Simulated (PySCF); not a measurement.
## Electron correlation in Cl(2+) (chlorine, charge +2)

[Ne] 3s2 3p3, high-spin 4S determinant. Computed with PySCF 2.14 in 6-31G*, with no relativity, point nucleus. Frozen: [Ne]; 5 electrons correlated.

MP2 pair energies summed by pair of shells (mhartree):

```
 pair  energy  share (%)
3s-3p  -46.43       65.9
3p-3p  -16.84       23.9
3s-3s   -7.21       10.2
```

Total MP2 correlation energy: -70.48 mhartree.

Same-spin part -18.00 and opposite-spin part -52.48 mhartree; SCS-MP2 scales them by 1/3 and 6/5 to -68.98 mhartree.

```tsv
level	correlation energy (mhartree)
CCSD	-89.33
(T)	-0.81
CCSD(T)	-90.14
```

Diagnostics: T1 = 0.0027, D1 = 0.0069, largest double amplitude 0.058.

Q: Is a single reference adequate?

A: Yes: T1 lies below 0.03 and no double amplitude reaches 0.07.
